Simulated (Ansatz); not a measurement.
Which is lower?

The two ends of one reaction step of Si$_{2}$NH$_{9}$O, closed shell (PBE0-D4/def2-TZVP).

A:

Si1  (-0.801, 1.031, 0.270)
O2  (0.612, 1.514, 1.015)
H3  (-0.847, 1.516, -1.138)
H4  (-1.911, 1.734, 0.991)
Si5  (-1.080, -1.287, 0.359)
H6  (1.931, -1.251, -0.931)
N7  (1.488, -0.343, -1.000)
H8  (0.509, 2.256, 1.611)
H9  (-2.334, -1.653, 1.086)
H10  (-1.183, -1.866, -1.007)
H11  (0.046, -1.928, 1.090)
H12  (1.588, -0.020, -1.954)
H13  (1.984, 0.298, -0.393)
(Å)

B:

```
13
angstrom
Si -0.7435 0.6886 -0.7959
O 1.7113 -0.2896 1.4491
H -1.5648 0.6381 -2.0438
H -1.1018 1.9513 -0.0938
Si -1.2198 -1.1940 0.5220
H 1.6398 0.2671 0.6529
N 0.9757 0.7916 -1.1067
H 1.6909 0.3142 2.1940
H -2.6092 -1.6201 0.1822
H -0.3018 -2.3123 0.1851
H -1.1747 -0.8950 1.9736
H 1.3902 0.0094 -1.5958
H 1.3076 1.6507 -1.5230
```

Program: Ansatz 0.2.0. Basis: def2-TZVPP. Cores are frozen in the correlated methods. B3LYP uses VWN-RPA correlation.

(1) Which structure is lower at CCSD(T), and by how much? (An estimate is asked for; the value comes from the calculation.)

T1 diagnostic: at most 0.012.

## Answers

(1) The calculation gives: A, by 34.4 kJ/mol (electronic energy, against the other). By their contacts, A is a complex of Si₂H₆O ([OH][SiH2][SiH3]) + NH₃ and B is a complex of Si₂NH₇ ([NH2][SiH2][SiH3]) + H₂O.

All methods give the same order:

```json
{"method": "SPW92", "E(B) − E(A) (kJ/mol)": "27.5"}
{"method": "PBE-D4", "E(B) − E(A) (kJ/mol)": "29.5"}
{"method": "BLYP-D4", "E(B) − E(A) (kJ/mol)": "33.7"}
{"method": "r2SCAN-D4", "E(B) − E(A) (kJ/mol)": "35.1"}
{"method": "B97M-V", "E(B) − E(A) (kJ/mol)": "40.3"}
{"method": "PBE0-D4", "E(B) − E(A) (kJ/mol)": "31.2"}
{"method": "B3LYP-D4", "E(B) − E(A) (kJ/mol)": "34.8"}
{"method": "r2SCAN0-D4", "E(B) − E(A) (kJ/mol)": "35.4"}
{"method": "BHLYP-D4", "E(B) − E(A) (kJ/mol)": "38.1"}
{"method": "CAM-B3LYP-D4", "E(B) − E(A) (kJ/mol)": "35.5"}
{"method": "wB97X-V", "E(B) − E(A) (kJ/mol)": "35.5"}
{"method": "wB97M-V", "E(B) − E(A) (kJ/mol)": "36.6"}
{"method": "B2PLYP", "E(B) − E(A) (kJ/mol)": "34.9"}
{"method": "PBE-QIDH", "E(B) − E(A) (kJ/mol)": "33.4"}
{"method": "RPA on PBE", "E(B) − E(A) (kJ/mol)": "35.0"}
{"method": "HF", "E(B) − E(A) (kJ/mol)": "42.2"}
{"method": "MP2", "E(B) − E(A) (kJ/mol)": "34.2"}
{"method": "CCSD", "E(B) − E(A) (kJ/mol)": "35.6"}
{"method": "CCSD(T)", "E(B) − E(A) (kJ/mol)": "34.4"}
```

Labels in which every atom is bracketed show which atoms are joined, not bond orders.

For scale, one of the runs: CCSD(T)/def2-TZVPP, 272 basis functions, launched by `ansatz run in.yaml --threads 8 --pin off --events-out ev --progress --plain --max-ram 19148MiB`. The run took 27 s on 8 CPU threads of an AMD EPYC 9R45 (shared host), with 6.9 GiB of host memory at its peak.
